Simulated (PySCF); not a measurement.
Species: C6H7F2N.
Z-matrix (Å and degrees, GFN2-xTB geometry), rows numbered from 1:
```
C 
N   1  1.4356
C   2  1.3582  1  125.46
C   3  1.3676  2  108.86  1  -178.17
C   4  1.4119  3  106.68  2     0.18
C   5  1.4842  4  126.58  3  -179.56
F   6  1.3647  5  111.88  4   120.64
F   6  1.3645  5  111.92  4  -121.82
C   2  1.3509  1  125.46  3  -177.52
H   1  1.0898  2  109.84  3   -33.44
H   1  1.0892  2  109.76  3  -153.33
H   1  1.0938  2  110.94  3    86.64
H   3  1.0720  2  121.24  1     2.19
H   4  1.0715  3  126.86  2  -179.62
H   6  1.1007  5  112.68  4    -0.54
H   9  1.0716  2  122.10  1    -2.02
```

Computed, not measured: PBE0/def2-SVPD in PySCF (dipole) on a GFN2-xTB geometry, gas phase.

Take the most abundant isotopes and a rigid rotor. The values belong to one conformer with, in the numbering `[CH3:1][n:2]1[cH:3][cH:4][c:5]([CH:6]([F:7])[F:8])[cH:9]1`, C4–C5–C6–F7 121°.

(1) Give the principal moments of inertia and the rotational constants in GHz.

(2) Classify the top.

(3) Is it planar, by Δ = Ic − Ia − Ib?

(4) Give the other two planar moments, Paa and Pbb, and the rms extents of the mass along the axes.

(5) Give the coordinates in the principal-axis frame, origin at the centre of mass.

(6) List the rotational levels J(Ka,Kc) to J = 3 (cm⁻¹).

(7) Which types of transition are allowed, and where do some lines up to J = 2 fall?

## Answers

(1) Ia = 137.28, Ib = 528.25, Ic = 573.29 u·Å²; 505379 MHz·u·Å²/I gives 3681, 956.7 and 881.5 MHz, that is A = 3.6813, B = 0.9567, C = 0.8815 GHz.

(2) A near-prolate asymmetric top. Ray's parameter κ = (2B − A − C)/(A − C) = -0.946; −1 is the prolate and +1 the oblate limit.

(3) Not planar: Δ = Ic − Ia − Ib = -92.24 u·Å². For a rigid frame Δ = −2 Σ m c², so Σ m c² = 46.12 u·Å² lies off the ab plane: 1.59 from hydrogen and 44.53 from heavier atoms. The atom farthest from that plane is 1.09 Å away.

(4) Paa = Σ m a² = (Ib + Ic − Ia)/2 = 482.13 and Pbb = Σ m b² = (Ia + Ic − Ib)/2 = 91.16 u·Å². With the mass M = 131.05 u, the rms extents √(P/M) along a, b and c are 1.92, 0.83, 0.59 Å.

(5) The sense of each axis is arbitrary; atoms in the order of the calculation.
```tsv
atom	mass (u)	a (Å)	b (Å)	c (Å)
C1	12.000	-3.051	-1.042	-0.001
N2	14.003	-1.860	-0.240	0.017
C3	12.000	-1.824	1.117	-0.006
C4	12.000	-0.518	1.524	-0.019
C5	12.000	0.271	0.353	-0.009
C6	12.000	1.754	0.286	-0.008
F7	18.998	2.233	-0.371	1.088
F8	18.998	2.233	-0.413	-1.077
C9	12.000	-0.596	-0.716	0.011
H10	1.008	-3.850	-0.529	0.534
H11	1.008	-2.858	-1.999	0.481
H12	1.008	-3.382	-1.228	-1.027
H13	1.008	-2.725	1.698	-0.005
H14	1.008	-0.160	2.534	-0.032
H15	1.008	2.224	1.282	-0.027
H16	1.008	-0.382	-1.766	0.024
```

(6) Above 0(0,0):
J = 1: 1(0,1) 0.0613, 1(1,1) 0.1522, 1(1,0) 0.1547
J = 2: 2(0,2) 0.1839, 2(1,2) 0.2723, 2(1,1) 0.2798, 2(2,1) 0.5525, 2(2,0) 0.5525
J = 3: 3(0,3) 0.3676, 3(1,3) 0.4525, 3(1,2) 0.4675, 3(2,2) 0.7364, 3(2,1) 0.7367, 3(3,1) 1.1972, 3(3,0) 1.1972

(7) The dipole components are |μa| = 4.14 D, |μb| = 0.26 D, |μc| = 0.00 D. Intensities carry the squares of the components, which stand as 1.00 : 0.00 : 0.00 (a : b : c). Some lines, for components of 0.1 D or more:

| type | branch | J(Ka,Kc) | MHz | lower level (cm⁻¹) |
| --- | --- | --- | --- | --- |
| b | R | 2(0,2) ← 1(1,1) | 950 | 0.152 |
| a | R | 1(0,1) ← 0(0,0) | 1838 | 0.000 |
| b | Q | 1(1,0) ← 1(0,1) | 2800 | 0.061 |
| b | Q | 2(1,1) ← 2(0,2) | 2876 | 0.184 |
| a | R | 2(1,2) ← 1(1,1) | 3601 | 0.152 |
| a | R | 2(0,2) ← 1(0,1) | 3675 | 0.061 |
| a | R | 2(1,1) ← 1(1,0) | 3752 | 0.155 |
| b | R | 1(1,1) ← 0(0,0) | 4563 | 0.000 |
| b | R | 2(1,2) ← 1(0,1) | 6326 | 0.061 |
| b | Q | 2(2,0) ← 2(1,1) | 8175 | 0.280 |
| b | Q | 2(2,1) ← 2(1,2) | 8399 | 0.272 |
| b | R | 2(2,1) ← 1(1,0) | 11925 | 0.155 |
| b | R | 2(2,0) ← 1(1,1) | 12002 | 0.152 |

No frequency check. These are rigid-rotor constants of the computed structure; measured ground-state constants (B0) also hold zero-point vibration. A rigid rotor knows nothing of internal rotation, which can split or shift real lines. Quadrupole hyperfine structure (14N) is left out.

Hardware: one thread, Arm Neoverse N1 (aarch64) (shared host). Cost: 98 s wall, 0.96 GiB resident at most. This is the PBE0/def2-SVPD job that gave the dipole, with the excitations it also computed.
